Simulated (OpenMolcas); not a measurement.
Mn2+.

* Program: OpenMolcas
* Basis: ANO-L-VTZP [6s5p3d2f1g]
* Scalar Hamiltonian: non-relativistic, point nucleus
* Active space: 5 electrons in 6 orbitals (3d 4s)
* State averaging: 2S+1 = 6 even, 6 roots; 2S+1 = 4 even, 59 roots kept (CI in the orbitals of an earlier block); 2S+1 = 2 even, 81 roots kept (CI in the orbitals of an earlier block)
* Spin-orbit coupling: state interaction with AMFI integrals over the reference wave functions, term energies averaged over their components

Two sets of levels on these reference wave functions, in cm⁻¹ above 3d⁵ ⁶S_5/2: one from CASSCF and one from MS-CASPT2, IPEA 0.25 Eh, imaginary shift 0.1 Eh (closed shells correlated: 3s 3p).

```csv
Level,Set 1,Set 2
3d⁵ ⁶S_5/2,0.0,0.0
3d⁵ ⁴G_5/2,34130,27600
3d⁵ ⁴G_7/2,34150,27620
3d⁵ ⁴G_11/2,34150,27620
3d⁵ ⁴G_9/2,34160,27630
3d⁵ ⁴P_5/2,39270,30160
3d⁵ ⁴P_3/2,39310,30210
3d⁵ ⁴P_1/2,39370,30270
3d⁵ ⁴D_7/2,42510,32890
3d⁵ ⁴D_1/2,42560,32950
3d⁵ ⁴D_3/2,42600,33000
3d⁵ ⁴D_5/2,42610,33010
3d⁵ ²I_11/2,48650,40720
3d⁵ ²I_13/2,48690,40780
3d⁴ 4s ⁶D_1/2,54570,64140
3d⁴ 4s ⁶D_3/2,54690,64250
```

Task: Which set is which?

Result: Set 2 is MS-CASPT2. Its levels of the other terms of 3d⁵ lie at 0.77 to 0.84 of the other set's values, as expected, since terms of lower spin or lower L gain more correlation energy than the Hund ground term. Against 9 measured levels (Corliss and Sugar, J. Phys. Chem. Ref. Data 6, 1253 (1977)) the mean absolute deviation is 1100 cm-1 with it and 9200 cm-1 without; single levels miss by up to 1700 cm-1 with it.

Term energies are means over components that CASPT2 splits; among the terms shown or strongly mixed into the levels shown the widest spread is 290 cm-1 (3d⁵ ⁴G, MS-CASPT2). Over all roots computed the reference weight is 0.88 to 0.95 in MS-CASPT2; the roots of lowest weight are the least certain, and an intruder state may touch them. Terms from blocks run as CI alone lack orbitals of their own. A single d shell beside an s shell can misplace configurations of different d count against each other. Without dynamic correlation excited terms often stand tens of per cent too high (terms of higher spin than the ground term too low), and those without a measured partner can miss by more than the paired ones (holds for CASSCF). Blocks of more than 70 roots (2S+1 = 2 even) ran without multistate coupling (holds for MS-CASPT2). Measured partners are found by configuration, term and J. A level has none where our copy of the source lacks it or the pairing is in doubt (some pairs that miss far off the trend of their configuration count as doubtful), and it then counts in no deviation. Only configurations of the active space appear. The table leaves out levels that lie high or whose names do not pair safely across all columns.
